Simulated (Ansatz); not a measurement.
Consider the isomerisation: `O[SiH](S)CF` → `OC(S)[SiH2]F`.

Computed with Ansatz on PBE0-D4/def2-TZVP structures; ΔE is electronic, products minus reactants. CCSD(T)/CBS adds triple-zeta CCSD(T) − MP2 to the extrapolated MP2 energy (def2 sets, frozen cores). Functionals use def2-TZVPP. B3LYP here is the variant with VWN-RPA as its local correlation; programs differ in this. One conformer a species, not always the lowest.

Problem. Is it downhill or uphill in electronic energy at CCSD(T)/CBS, and by how much? (Estimate.)

Solution. The calculation gave: Uphill: ΔE = +58.1 kJ/mol.

Problem. What do these levels give: B3LYP-D4, ωB97X-V, PBE, HF/def2-TZVPP, CCSD(T)/def2-TZVPP, MP2/def2-QZVPP? (Estimate.)

Solution. Computed: B3LYP-D4 60.6, ωB97X-V 60.8, PBE 60.4, HF/def2-TZVPP 64.4, CCSD(T)/def2-TZVPP 57.9, MP2/def2-QZVPP 57.1 kJ/mol.

Largest T1 diagnostic among the species: 0.012.

In def2-TZVPP, CCSD(T) changes the Hartree–Fock value by −6.5 kJ/mol (the triples alone add −1.3 kJ/mol) and MP2 by −7.0 kJ/mol.
